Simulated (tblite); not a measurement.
Parent: `[CH3:1][CH2:2][Si@@H:3]([CH2:4][F:5])[CH2:6][SiH3:7]` with C1–C2–Si3–C4 -33°, C2–Si3–C4–F5 -179°, C2–Si3–C6–Si7 -48°, C4H13FSi2.

The geometries are computed with GFN2-xTB (gas phase). One conformer each, not checked by frequencies here.

| coordinate of the parent | value |
| --- | --- |
| C1–C2 | 1.526 Å |
| C2–Si3 | 1.909 Å |
| Si3–C4 | 1.923 Å |
| C4–F5 | 1.384 Å |
| Si3–C6 | 1.902 Å |
| C6–Si7 | 1.904 Å |
| C1–C2–Si3 | 114.5° |
| C2–Si3–C4 | 108.7° |
| C2–Si3–C6 | 113.4° |
| C4–Si3–C6 | 107.9° |
| Si3–C4–F5 | 109.6° |
| Si3–C6–Si7 | 117.9° |

**Question.** How does the shared frame change in `[CH3:1][CH2:2][Si@@H:3]([CH2:4][F:5])[SiH2:6][SiH3:7]` with C1–C2–Si3–C4 -74°, C2–Si3–C4–F5 163°, C2–Si3–Si6–Si7 -75°, C3H13FSi3? Atoms pair as C1 = C1, C2 = C2, Si3 = Si3, C4 = C4, F5 = F5 (parent first).

**Answer.** 
| parent | relative | value in the relative | change |
| --- | --- | --- | --- |
| C1–C2 | C1–C2 | 1.525 Å | -0.001 |
| C2–Si3 | C2–Si3 | 1.914 Å | +0.005 |
| Si3–C4 | Si3–C4 | 1.930 Å | +0.007 |
| C4–F5 | C4–F5 | 1.386 Å | +0.002 |
| C1–C2–Si3 | C1–C2–Si3 | 113.0° | -1.5 |
| C2–Si3–C4 | C2–Si3–C4 | 105.8° | -2.9 |
| Si3–C4–F5 | Si3–C4–F5 | 109.4° | -0.2 |

Of the parent's bonds, Si3–C4 changes most (+0.007 Å). Bonds of the relative outside the shared frame: Si3–Si6 2.327, Si6–Si7 2.323 Å. Point group C1 → C1.
